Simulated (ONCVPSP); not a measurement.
**Hg (Z = 80): one change to an ONCV potential, before and after**

* Element: mercury (Hg)
* Generator: ONCVPSP 4.0.1
* Type: optimised norm-conserving Vanderbilt (ONCV)
* Functional: LDA (Perdew-Wang 92)
* Relativity: scalar-relativistic
* Frozen core: [Kr] 4d10 4f14
* Valence charge: 20
* Reference configuration: 5s2 5p6 5d10 6s1 (charge +1)
* Partial waves: 5s+6s: rc 1.60 bohr, ncon 3, nbas 8, qcut 5.9 1/bohr, 2 projectors; 5p: rc 1.10 bohr, ncon 4, nbas 7, qcut 7.2 1/bohr, 3 projectors, debl 0.9 Ha; 5d: rc 2.05 bohr, ncon 4, nbas 8, qcut 8.2 1/bohr, 2 projectors, debl 2.5 Ha
* Local potential: polynomial inside 0.95 bohr (lpopt 5, dvloc0 0 Ha)
* Core correction: polynomial model core, fcfact 0.7

In the p channel the program set the typed energies aside and used -2.790, 0.250, 1.150 Ha.

All-electron outer shells of the reference configuration (LDA (PZ), scalar-relativistic, ld1.x):

```
shell  level (eV)  outermost node (bohr)  outermost maximum (bohr)
   5s     -127.69                   0.47                      0.82
   4f     -105.45                      –                      0.37
   5p      -75.92                   0.51                      0.93
   5d      -19.10                   0.55                      1.17
   6s      -15.11                   1.08                      2.13
```

Change: p: rc 1.4.

Cutoffs: the cutoffs (Ha) at which the residual kinetic energy of the hardest occupied pseudo-wave falls to 1 and 0.1 mHa per electron; they do not see the model core or the augmentation charge, which bear on the density cutoff. Errors are all-electron minus pseudo energies relative to the spin-unpolarised reference configuration.

What does the change do?

The potential gets softer (108 Ha and 127 Ha → 24 Ha and 68 Ha); both files keep a bound ghost (p, s); the errors of the 4 common tests hardly move. A larger radius leaves more room for a smooth pseudo-wave, so fewer plane waves are needed.

```tsv
quantity	base	changed
cutoff, loose	108 Ha	24 Ha
cutoff, tight	127 Ha	68 Ha
loose cutoff by channel	s 14 Ha, p 108 Ha, d 21 Ha	s 14 Ha, p 24 Ha, d 21 Ha
bound ghosts	p, s	p, s
GHOST(+) flags under 300 eV	none	none
error for 5s2 5p6 5d10 6s2, meV [ΔE -11.04 eV]	+1.0	+1.1
error for 5s2 5p6 5d10 6s0, meV [ΔE 19.39 eV]	-12	-12
error for 5s2 5p6 5d9 6s0, meV [ΔE 55.21 eV]	-21	-20
error for 5s2 5p6 5d10 6s0 6p1, meV [ΔE 7.54 eV]	-5.4	-4.8
s: phases at 1.62 bohr within 0.05 rad from the reference energy up to (Ha; the scan ends near 5)	-0.2	-0.2
d: phases at 2.09 bohr within 0.05 rad from the reference energy up to (Ha; the scan ends near 5)	to the end of the scan	to the end of the scan
rms error of d²Exc/dni dnj with the model core, mHa	1.97	1.90
```

 A true bound ghost makes a file unfit for plane-wave use even where its test errors are small: the radial tests pick states by their node count and pass the ghost by.
